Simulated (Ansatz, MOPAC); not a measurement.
Diatomic SH-, closed-shell singlet (the spin of the measured ground state).

Constants: fifth-degree fit in 1/R to seven points, most abundant isotopes. In def2 and cc sets the state is the lowest found near the PBE0 minimum, followed along R. The singlet is held restricted.

Correlated levels freeze the cores. CBS: X⁻³ extrapolation of the correlation energy, Hartree–Fock from the larger set. The state that PM3 reach isn't checked.

Run with Ansatz (an electronic-structure program); MOPAC for PM3 (differences of heats of formation). Values without a source in brackets are computed.

What bond length and harmonic frequency does PM3 give?

r_e = 1.310 Å, ω_e = 1761 cm⁻¹.

What bond length and harmonic frequency does wB97X-V/def2-TZVPP give?

r_e = 1.344 Å, ω_e = 2683 cm⁻¹.

What bond length and harmonic frequency does CCSD(T)/CBS(aug-cc-pV(Q+d)Z, aug-cc-pV(5+d)Z) give?

r_e = 1.345 Å, ω_e = 2653 cm⁻¹.
